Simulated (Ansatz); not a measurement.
Input file for Ansatz (an electronic-structure program): R-B3LYP/def2-TZVPPD on CH7GeI (a complex), monomers drawn apart or pushed together. Elements past Kr take the def2 small-core potentials; no spin–orbit coupling. Files ending in .json are basis or fitting sets from the Basis Set Exchange.

Ansatz 0.2 input:
```yaml
crystal:
  periodic: [false, false, false]
  atoms:
    - {symbol: Ge, position_ang: [0.17374332, 0.26339924, 0.11221274]}
    - {symbol: H, position_ang: [-1.03606360, -0.49600277, 0.67642651]}
    - {symbol: H, position_ang: [-0.02817797, 0.48166452, -1.39676772]}
    - {symbol: H, position_ang: [1.45347061, -0.54654941, 0.34937130]}
    - {symbol: H, position_ang: [0.28386648, 1.62857195, 0.80713269]}
    - {symbol: C, position_ang: [-1.50286451, 0.97256687, 6.94572021]}
    - {symbol: I, position_ang: [0.21784681, -0.22058693, 7.45761844]}
    - {symbol: H, position_ang: [-2.12087934, 0.37800354, 6.28316886]}
    - {symbol: H, position_ang: [-2.01939609, 1.20965232, 7.86845354]}
    - {symbol: H, position_ang: [-1.13940108, 1.86553916, 6.45094916]}
basis:
  gaussian:
    orbitals: def2-TZVPPD.json
hamiltonian:
  xc: {name: B3LYP}
scf: {lower_state_search: off}
```

The head of its log:

```
Functional definition: B3LYP
[...]
these checks for a lower state are left out or cut short: stability, starts, cluster_reference, orbital_swaps, neighbouring_geometries, increment
integrals: 0.19 GiB planned
1444 factors; their error is unknown
mean field: 1.58 GiB planned
mean field evaluation 1: about -65768.5137 eV, gradient 5.2e1 eV
mean field evaluation 2: about -65761.7178 eV, gradient 7.0e1 eV
```

Q: What total energy does the run end on?

A: -2417.1783 hartree.
